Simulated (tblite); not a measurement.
C4H11BOSi.
Atom-mapped SMILES: `[BH2:1][C@H:2]1[CH2:3][O:4][CH2:5][CH2:6][SiH2:7]1` (hydrogens: H8, H9 on B1; H10 on C2; H11, H12 on C3; H13, H14 on C5; H15, H16 on C6; H17, H18 on Si7)

Computed with GFN2-xTB (tblite), gas phase: L-BFGS steps from a force-field or distance-geometry start until the largest atomic force falls under 0.01 eV/Å.

Step 15: E = -576.3753 eV
```
atom  x, y, z in Å  |  force x, y, z in eV/Å
B1      2.3825    0.8979    0.3773    0.005  -0.015   0.025
C2      1.0784    0.5053   -0.3670    0.115  -0.110  -0.024
C3      0.8651   -1.0107   -0.4894   -0.081  -0.125  -0.015
O4     -0.3545   -1.3877   -1.0875   -0.037  -0.057  -0.076
C5     -1.4996   -1.2505   -0.2817    0.052  -0.062  -0.032
C6     -1.9174    0.2071   -0.0686    0.048  -0.087  -0.022
Si7    -0.4246    1.1754    0.6198   -0.126   0.093   0.117
H8      3.0963    1.7381   -0.0144   -0.118   0.075   0.007
H9      2.6678    0.3358    1.3647    0.020  -0.056  -0.038
H10     1.0161    0.9152   -1.3779   -0.024   0.055  -0.003
H11     0.9667   -1.4892    0.4936   -0.038  -0.015   0.097
H12     1.6198   -1.4502   -1.1509    0.038   0.097   0.011
H13    -1.3332   -1.7340    0.6943    0.033   0.013   0.007
H14    -2.2777   -1.8153   -0.8095    0.012   0.082   0.026
H15    -2.2267    0.6213   -1.0308   -0.024  -0.017   0.081
H16    -2.7838    0.2123    0.5959    0.107   0.137  -0.064
H17    -0.5749    2.6198    0.4587   -0.017   0.096  -0.113
H18    -0.3091    0.9156    2.0618    0.035  -0.104   0.018
```

Step 16: E = -576.3817 eV
```
atom  x, y, z in Å  |  force x, y, z in eV/Å
B1      2.3809    0.9005    0.3785    0.033  -0.041   0.014
C2      1.0805    0.5020   -0.3693    0.113  -0.109  -0.024
C3      0.8638   -1.0148   -0.4885   -0.026  -0.093   0.013
O4     -0.3543   -1.3965   -1.0879   -0.042  -0.015  -0.004
C5     -1.5014   -1.2524   -0.2837    0.038  -0.038   0.020
C6     -1.9147    0.2086   -0.0670    0.050  -0.125  -0.069
Si7    -0.4178    1.1787    0.6168   -0.215   0.032   0.087
H8      3.0758    1.7665    0.0015   -0.154   0.024   0.045
H9      2.6851    0.3099    1.3466    0.009   0.003  -0.084
H10     1.0145    0.9170   -1.3784   -0.012   0.026   0.001
H11     0.9707   -1.4898    0.4967   -0.084  -0.002   0.079
H12     1.6261   -1.4521   -1.1416    0.013   0.070  -0.040
H13    -1.3427   -1.7354    0.6944    0.064   0.011  -0.010
H14    -2.2829   -1.8154   -0.8092    0.033   0.106   0.010
H15    -2.2280    0.6196   -1.0285   -0.003   0.013   0.047
H16    -2.7849    0.2185    0.5937    0.152   0.113  -0.043
H17    -0.5694    2.6208    0.4582   -0.019   0.140  -0.127
H18    -0.3100    0.9205    2.0560    0.051  -0.115   0.085
```

**Question.** Estimate the geometry and energy of step 17. (The exact step hangs on the optimiser's Hessian estimate; all steps are aligned on step 16, rigid shifts and turns removed.)

**Answer.** E = -576.3883 eV, largest force 0.205 eV/Å
```
atom  x, y, z in Å  |  force x, y, z in eV/Å
B1      2.3795    0.9019    0.3803    0.033  -0.064  -0.016
C2      1.0832    0.4971   -0.3710    0.036  -0.059   0.000
C3      0.8615   -1.0206   -0.4879    0.044  -0.024   0.041
O4     -0.3548   -1.4056   -1.0900   -0.021   0.023   0.070
C5     -1.5016   -1.2551   -0.2857    0.017  -0.001   0.065
C6     -1.9102    0.2082   -0.0662    0.047  -0.104  -0.094
Si7    -0.4143    1.1831    0.6158   -0.201  -0.030   0.023
H8      3.0548    1.7902    0.0144   -0.171  -0.017   0.080
H9      2.6993    0.2886    1.3309    0.009   0.047  -0.104
H10     1.0122    0.9201   -1.3777    0.004  -0.023   0.020
H11     0.9718   -1.4914    0.5006   -0.124   0.007   0.037
H12     1.6333   -1.4510   -1.1331   -0.020   0.017  -0.082
H13    -1.3486   -1.7366    0.6940    0.091  -0.002  -0.016
H14    -2.2880   -1.8135   -0.8078    0.035   0.099  -0.014
H15    -2.2291    0.6181   -1.0249    0.022   0.038  -0.016
H16    -2.7824    0.2279    0.5910    0.160   0.062   0.000
H17    -0.5659    2.6246    0.4537   -0.019   0.138  -0.123
H18    -0.3095    0.9204    2.0520    0.057  -0.108   0.131
```

The energy changes by -0.0066 eV. The first-order estimate −F·Δx gives -0.0092 eV and the mean of the old and new forces, exact on a quadratic surface, -0.0066 eV. The step makes an angle of 71° with the force vector and moves no atom by more than 0.034 Å.

The cost below is that of the whole relaxation. On an Arm Neoverse N1 with one thread, shared host, this took 0.63 s of wall time.
